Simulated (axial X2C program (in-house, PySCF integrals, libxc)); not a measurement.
**LiZr: from the spin-free to the two-component result**

All values were computed with an axial X2C code built on PySCF integrals. Spin-free means the one-electron spin-free X2C Hamiltonian; two-component (2c) means X2C with spin–orbit coupling and atomic mean-field two-electron Coulomb and Gaunt terms, so the difference of the two also holds small scalar two-electron terms. Basis: Zr dyall-cv3z [11s12p9d6f3g], Li dyall-cv3z [7s8p2d] (cores contracted in-house); Gaussian nuclei, density fitting, unrestricted open shells. Masses: Zr 89.905 u, Li 7.016 u.

Spin-free state: M_S = 3/2, Λ = 3 (beyond evenly filled blocks: σα, π+α, δ+α); fragments Zr + Li.

| level | Re (Å) | ωe (cm⁻¹) | De (eV) | μ (D) |
| --- | --- | --- | --- | --- |
| PBE0 | 2.917 | 282.7 | 0.843 | 2.02 |
| PW91 | 2.910 | 285.1 | 0.951 | 2.31 |

Dipoles are positive if Li is the positive end.

Two-component determinant lowest at the distance of the search:

Ω = 3/2 (⟨Sz⟩ = -1.50, ⟨Lz⟩ = 3.00 at PBE0); fragments Zr + Li.

```json
{"level": "PBE0", "Re (Å)": "2.919", "ωe (cm⁻¹)": "281.7", "μ (D)": "2.01"}
{"level": "PW91", "Re (Å)": "2.912", "ωe (cm⁻¹)": "284.0", "μ (D)": "2.30"}
```

(1) From the two tables, how do the constants change at the PBE0 level (2c against spin-free)?

The state is one determinant whose occupation by symmetry is held fixed; it was picked as the lowest of a PBE0 search that is not exhaustive. De is counted from the lowest determinant-based energies of the atoms at the same level, without counterpoise correction. De is not given where an atomic determinant may have missed its ground term or J level, or where the truncated virtual space spoils (T). Density functionals use the spin component along the axis (collinear). Other states lie close and PBE0, whose exact exchange favours high spin, may order them wrongly; the determinant shown need not be the ground state. The nearest other spin-free determinant of the search, M_S = 3/2, Λ = 2, lies 0.003 eV up at the distance of the search. The functionals have no current-density term, which raises determinants with orbital currents, atoms included. The atomic limit has a lower orbital projection than the molecule and lies lower at mean-field level, so De may be about a tenth of an eV too small. With several unpaired electrons one determinant need not be a pure state. A state of lower Ω lies just above, and one determinant can place such states too high, so the state shown need not be the lowest. The search has Ω = 1/2 only 0.02 eV up. At some level and bond length an empty orbital lies below a filled one. The determinant is spin-polarised beyond a pure state at some levels (its spin-free form has ⟨S²⟩ too high), which makes Re and μ there less reliable.

Answers

(1) At the PBE0 level Re rises by 0.002 Å and ωe decreases by 1.0 cm⁻¹.
